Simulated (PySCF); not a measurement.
# Correlation energy of P⁺ (phosphorus, charge +1)

[Ne] 3s2 3p2, high-spin 3P determinant. All numbers are calculated (PySCF 2.14, scalar relativity by spin-free X2C-1e, in x2c-TZVPall). Frozen: [Ne]; 4 electrons correlated.

MP2 pair energies summed by pair of shells (mhartree):

```csv
pair,energy,share (%)
3s-3p,-37.54,62.1
3s-3s,-16.57,27.4
3p-3p,-6.35,10.5
```

Total MP2 correlation energy: -60.47 mhartree.

Same-spin part -10.21 and opposite-spin part -50.26 mhartree; SCS-MP2 scales them by 1/3 and 6/5 to -63.71 mhartree.

```json
{"level": "CCSD", "correlation energy (mhartree)": "-81.04"}
{"level": "(T)", "correlation energy (mhartree)": "-2.23"}
{"level": "CCSD(T)", "correlation energy (mhartree)": "-83.27"}
```

Diagnostics: T1 = 0.0096, D1 = 0.0249, largest double amplitude 0.103.

Cost of the coupled-cluster step: 0.2 s of wall time on 1 thread of AMD EPYC 9R45 96-Core Processor (shared host), for 4 correlated electrons.
